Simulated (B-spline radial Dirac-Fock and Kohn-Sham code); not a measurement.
ΔSCF core binding energies without Breit or QED terms, calculated with a B-spline atomic structure program.

A sound run for indium as In⁵⁺, configuration 1s2 2s2 2p6 3s2 3p6 3d10 4s2 4p6 4d8: The ground state converged in 10 iterations, with total energy -5873.96002 Ha, virial ratio 1.95156 and highest orbital energy -92.68 eV. ΔSCF binding energies: K (1s) 28112.8 eV, L3 (2p3/2) 3821.2 eV. Holes are computed only in closed shells, and unreliable hole states are left out.

A second run, with one unsound setting: The ground state had not converged after 3 iterations, with total energy -5873.64255 Ha, virial ratio 1.94708 and highest orbital energy -85.49 eV. ΔSCF binding energies: K (1s) 28117.3 eV, L3 (2p3/2) 3824.9 eV (not all states converged, so these are not final). Holes are computed only in closed shells, and unreliable hole states are left out.

```
iter   energy (Ha)        error
   1    -5857.22864810  1.74e+00
   2    -5870.34634165  5.19e-01
   3    -5873.64255202  1.50e-01
```

Question: Which fault fits the second run best?
A. box too small
B. too few iterations
C. too few quadrature points
D. speed of light below Z

Answer: B. The input had maxit = 3: maxit ends the run before self-consistency.
